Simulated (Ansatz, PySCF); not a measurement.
System: CH$_{2}$N, charge 0, doublet. CH2N (SMILES C=[N], doublet).
B3LYP-D3(BJ)/def2-TZVP minimum from Ansatz (a quantum-chemistry and plane-wave program):
```xyz
4

N      0.6782     0.2132     0.1933
C     -0.4611    -0.1449    -0.1314
H     -0.6437    -1.1146    -0.6137
H     -1.3376     0.4917     0.0492
```
Charge 0, spin multiplicity 2.

Total energies in hartree (Ansatz). UHF or UKS for unpaired electrons; spin-orbit terms are left out. Correlated methods leave the cores frozen. No relativity. For partners of very few electrons the exact lower level stands in for a higher one. The UHF reference of CH2N (C=[N], doublet) is spin-contaminated (<S^2> up to 0.18 over the pure value in the sets run).

```tsv
species	HF/cc-pVTZ	CCSD(T)/cc-pVTZ	HF/cc-pVQZ	CCSD(T)/cc-pVQZ	CCSDT(Q)/cc-pVTZ
1: CH2N (SMILES [N]=C, doublet)	-93.46588	-93.82264	-93.47240	-93.84908	-93.82463
2: N (quartet)	-54.40069	-54.51471	-54.40372	-54.52482	-54.51507
3: C (triplet)	-37.69157	-37.78076	-37.69331	-37.78654	-37.78126
4: H (doublet)	-0.49981	-0.49981	-0.49995	-0.49995	-0.49981
```

Work out the enthalpy of formation at 298 K (by atomisation, with ideal-gas terms from PySCF's Hessian at B3LYP-D3(BJ)/def2-TZVP and the atoms' measured values of the G2/97 table; no spin-orbit terms) in kcal/mol: take Hartree-Fock from cc-pVQZ, extrapolate the CCSD(T) correlation energy as X^-3 (X = 3, 4), and add CCSDT(Q) - CCSD(T) in cc-pVTZ. The further terms named in the bracket sum to +0.63845 hartree. 1 hartree = 627.51 kcal/mol.


Species 1: correlation (64·(-0.37668) - 27·(-0.35676))/37 = -0.39122; step -0.00199; E1 = -93.47240 + (-0.39122) + (-0.00199) = -93.86561
Species 2: correlation (64·(-0.12110) - 27·(-0.11402))/37 = -0.12627; step -0.00036; E2 = -54.40372 + (-0.12627) + (-0.00036) = -54.53035
Species 3: correlation (64·(-0.09323) - 27·(-0.08919))/37 = -0.09618; step -0.00050; E3 = -37.69331 + (-0.09618) + (-0.00050) = -37.78999
Species 4: correlation (64·(0.00000) - 27·(0.00000))/37 = 0.00000; step +0.00000; E4 = -0.49995 + (0.00000) + (+0.00000) = -0.49995
+1·E1 -1·E2 -1·E3 -2·E4 +0.63845 = 0.09308 hartree = 58.4 kcal/mol. Measured: 57.0 kcal/mol, 238.6 kJ/mol (Active Thermochemical Tables 1.112 (ions: stationary electron), as tabulated in the package chemicals); atomic spin-orbit terms, which the calculations lack, would raise the computed values. The composite differs from it by +1.4 kcal/mol; core, relativistic and spin-orbit terms are not in it.
